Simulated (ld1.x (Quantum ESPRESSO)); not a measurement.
strontium: one change to a TM potential, before and after

```json
{
 "Element": "Sr (Z = 38)",
 "Generator": "ld1.x (Quantum ESPRESSO) 7.5",
 "Type": "norm-conserving Troullier–Martins (Kleinman–Bylander form)",
 "Functional": "PBE",
 "Relativity": "fully relativistic",
 "Frozen core": "[Kr]",
 "Valence charge": "2",
 "Reference configuration": "4d0 5s2 5p0",
 "Partial waves": "5s (bound): rc 3.90 bohr; 5p (bound, empty): rc 3.05 bohr; 4d (bound, empty): rc 2.80 bohr",
 "Local potential": "all-electron potential smoothed inside 2.35 bohr (lloc = -1)",
 "Core correction": "Bessel-smoothed model core inside 2.85 bohr"
}
```

Open shells are filled in proportion to 2j + 1 (rel_dist='average').

Change: wave 5s (bound): rc 3.90 bohr becomes 5s (bound): rc 4.24 bohr.

Cutoffs: the cutoffs (Ry, on a coarse ladder) from which the occupation-weighted sum of valence levels, in a spherical-Bessel basis at the reference potential, stays within 10 and 1 mRy of its value at 400 Ry; they do not see the model core or the augmentation charge, which bear on the density cutoff. Errors are all-electron minus pseudo energies relative to the spin-unpolarised reference configuration.

Problem. Predict the effect on cutoff, ghosts and configuration errors.

Solution. Both files are so soft that the ladder of cutoffs tells neither apart; both files keep a bound ghost (s); of the 7 tests that both files solve, the error grows in 2 and shrinks in 2 by more than 15 % and 0.3 meV (median size 9.4 → 8.3 meV).

```tsv
quantity	base	changed
cutoff, loose	6 Ry	6 Ry
cutoff, tight	8 Ry	8 Ry
bound ghosts	s	s
error for 4d0 5s1 5p0, meV [ΔE 5.88 eV]	-5.5	-7.3
error for 4d0 5s1.5 5p0, meV [ΔE 2.34 eV]	-0.8	-1.1
error for 4d0 5s1 5p1, meV [ΔE 2.30 eV]	+7.2	+5.9
error for 4d1 5s1 5p0, meV [ΔE 2.32 eV]	-30	-26
error for 4d0.5 5s1.5 5p0, meV [ΔE 1.15 eV]	-9.4	-8.3
error for 4d1 5s0 5p0, meV [ΔE 7.65 eV]	-53	-45
error for 4d0 5s0 5p1, meV [ΔE 8.82 eV]	+238	+239
```

Base: The cutoffs count occupied waves only; the empty 4d level needs 15 Ry at the loose tolerance. Changed file: The cutoffs count occupied waves only; the empty 4d level needs 15 Ry at the loose tolerance. A true bound ghost makes a file unfit for plane-wave use even where its test errors are small: the radial tests pick states by their node count and pass the ghost by.
